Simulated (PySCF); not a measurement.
A structure optimised at PBE-D3(BJ)/def2-SVP, used in a PySCF frequency run:

```
B
O 1 1.3770
H 2 0.9707 1 112.60
O 1 1.3991 2 113.38 3 -177.49
C 4 1.3531 1 127.15 2 -163.16
C 5 1.3491 4 127.72 1 32.13
H 6 1.0986 5 119.06 4 177.90
H 6 1.0999 7 118.47 5 177.92
H 5 1.1053 6 120.70 7 0.44
N 1 1.4194 2 124.76 3 1.01
H 10 1.0174 1 124.40 2 -3.94
H 10 1.0199 11 114.07 1 173.41
```
Charge 0, spin multiplicity 1.

**Question.** Write its SMILES and formula.

**Answer.** C=COB(N)O, C₂H₆BNO₂

**Question.** What are its rotational constants (standard atomic weights)?

**Answer.** 7.0816, 2.4933, 1.9679 GHz
